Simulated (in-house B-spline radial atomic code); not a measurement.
# Functionals against ionisation energies along an isoelectronic series: Eu to Dy³⁺

Ionisation energies as differences of self-consistent total energies from an all-electron radial atomic-structure program (B-spline basis): all electrons, radial basis limit, scalar-relativistic (one-electron X2C), spin-polarised at highest spin, spherical densities; exact exchange is averaged over the determinants of each configuration. No spin-orbit coupling, Breit or QED terms. NIST's values run from ground level to ground level, so in open shells the differences also hold multiplet and fine-structure energies that spherical high-spin averages miss. Columns give computed minus NIST, in eV; a star marks a semi-empirical value. Species are left out where the tabulated value is theory, is uncertain by more than 0.12 eV, or (13 ions, such as In⁴⁺, Te⁴⁺ and Bi⁴⁺) lies off its series for all methods alike, which flatters the means a little.

```csv
species,shell,NIST (eV),LDA VWN5,TPSS,PBE0,HSE06,LC-wPBE,revTPSS
Eu,6s,5.67,+0.15,-0.21,-0.17,-0.16,-0.34,-0.20
Gd⁺,6s,12.08 ± 0.02*,+0.70,+0.18,+0.22,+0.28,-0.06,+0.16
Tb²⁺,4f,21.82 ± 0.03*,?,?,?,?,?,?
Dy³⁺,4f,41.23 ± 0.08*,+1.20,+0.30,-0.25,-0.33,+0.37,+0.26
```

(1) What are the differences for Tb²⁺ ([Xe] 4f9)?

(2) How do the methods rank, and which species is hardest?

Answers

(1) LDA VWN5 +1.36; TPSS +0.51; PBE0 -0.23; HSE06 -0.29; LC-wPBE +0.43; revTPSS +0.44 eV.

(2) Mean absolute (signed) differences: PBE0 0.22 (-0.11) eV; HSE06 0.26 (-0.12) eV; revTPSS 0.26 (+0.16) eV; TPSS 0.30 (+0.20) eV; LC-wPBE 0.30 (+0.10) eV; LDA VWN5 0.85 (+0.85) eV. For Dy³⁺, which loses a 4f electron, the nearest method is off by -0.25 eV, the largest such miss.
